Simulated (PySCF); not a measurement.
# Worked example: dipole moment from atomic charges

Ge(H)3(SMe) (CH6GeS), SMILES C[S][GeH3]. Atoms are numbered in the order given.

```xyz
9

Ge     0.1023     0.9918     0.0000
S     -0.7583    -1.0634     0.0000
C      0.7909    -2.0482     0.0000
H     -1.0949     1.9519     0.0000
H      0.9726     1.2085    -1.2537
H      0.9726     1.2085     1.2537
H      1.3895    -1.8504     0.9009
H      0.4836    -3.1029     0.0000
H      1.3895    -1.8504    -0.9009
```
Charge 0, spin multiplicity 1.

Geometry optimised at TPSSh-D3(BJ)/def2-SVP.

Charges (e) from ωB97X/def2-TZVPD (PySCF):

```json
[
 {"atom": "Ge1", "ESP fit": "0.043", "IAO": "0.480"},
 {"atom": "S2", "ESP fit": "-0.171", "IAO": "-0.170"},
 {"atom": "C3", "ESP fit": "-0.460", "IAO": "-0.487"},
 {"atom": "H4", "ESP fit": "0.029", "IAO": "-0.082"},
 {"atom": "H5", "ESP fit": "0.009", "IAO": "-0.103"},
 {"atom": "H6", "ESP fit": "0.009", "IAO": "-0.103"},
 {"atom": "H7", "ESP fit": "0.170", "IAO": "0.150"},
 {"atom": "H8", "ESP fit": "0.203", "IAO": "0.166"},
 {"atom": "H9", "ESP fit": "0.170", "IAO": "0.150"}
]
```

The dipole moment of the full density is 1.52 D.

Q: What dipole moment does each set of point charges give, and which comes closer to that of the density?

A: 
μ = Σ q r, and 1 e Å = 4.8032 D.
ESP fit: Σ q r = (0.327, -0.014, 0.000) e Å, |μ| = 1.57 D.
IAO: Σ q r = (0.179, 0.175, 0.000) e Å, |μ| = 1.20 D.
ESP fit comes closer in size. Point charges leave out the atoms' own dipoles (lone pairs, polarised bonds); fits to the potential absorb them, partitions of the density don't.
